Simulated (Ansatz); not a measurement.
CH5BGeTe, relaxed with RKS PBE0-D4/def2-TZVP in Ansatz 0.2.0 from a PBE-D4/def2-SVP geometry. The force threshold is 0.005 eV/Å; the program also tests the step.

The species carries charge 0 and has multiplicity 1. Te: def2 effective core potential. The bonds changed during the relaxation, so this is another structure than the one it started from.

Start:

```xyz
9

Te   -0.842    0.556   -1.706
C     0.719   -0.103   -0.318
B    -0.118    0.844    0.565
Ge   -0.429   -1.128    1.022
H    -0.112    2.032   -2.105
H     1.737   -0.178   -0.731
H    -0.106    1.965    1.021
H     0.547   -1.884    1.960
H    -1.396   -2.104    0.291
```

| step | energy (eV) | largest force (eV/Å) | largest move (Å) |
| --- | --- | --- | --- |
| 1 | -65596.0614 | 0.591 | 0.000 |
| 2 | -65596.1018 | 0.282 | 0.080 |
| 3 | -65596.1098 | 0.135 | 0.051 |
| 4 | -65596.1119 | 0.051 | 0.014 |
| 5 | -65596.1123 | 0.038 | 0.005 |
| 6 | -65596.1126 | 0.010 | 0.006 |
| 7 (rejected) | -65596.1125 | 0.012 | 0.008 |
| 8 | -65596.1126 | 0.006 | 0.004 |
| 9 (rejected) | -65596.1126 | 0.004 | 0.002 |
| 10 | -65596.1126 | 0.001 | 0.001 |

End:

```xyz
9

Te   -0.822    0.547   -1.684
C     0.711   -0.096   -0.328
B    -0.120    0.830    0.568
Ge   -0.396   -1.131    0.982
H    -0.106    2.001   -2.069
H     1.713   -0.146   -0.736
H    -0.102    1.938    0.999
H     0.524   -1.865    1.963
H    -1.401   -2.077    0.305
```

Hardware: 4 threads of an Arm Neoverse V1 on a shared host. Wall time 47 s, peak host memory 0.56 GiB.
